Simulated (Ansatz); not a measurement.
Cartesian coordinates in Å:
```
C 0.5857 0.0593 1.0452
N 0.0925 -0.6505 -0.1082
C -0.8267 0.1739 -0.8517
Cu 1.3512 -1.5506 -1.0997
H 1.2646 -0.5659 1.6303
H 1.1075 1.0063 0.8180
H -0.2622 0.3238 1.7002
H -1.2263 -0.3639 -1.7150
H -0.4044 1.1289 -1.2125
H -1.6820 0.4389 -0.2065
```

Charge 0, multiplicity 1.

Question: List the r2SCAN/def2-TZVPP orbital energies in eV (the Gaussian-basis code of Ansatz). (Best estimate.)

Answer: The calculation gave: Occupied: -8775.32, -1051.66, -920.47, -920.42, -920.40, -384.71, -273.12, -273.12, -115.76, -74.54, -74.30, -74.25, -22.75, -17.78, -15.15, -11.40, -10.87, -10.80, -9.24, -8.67, -7.96, -6.45, -6.11, -5.97, -5.97, -5.42, -4.25. Lowest empty: -2.87, 0.44, 0.63, 1.69, 2.56, 3.13, 3.15, 3.41.
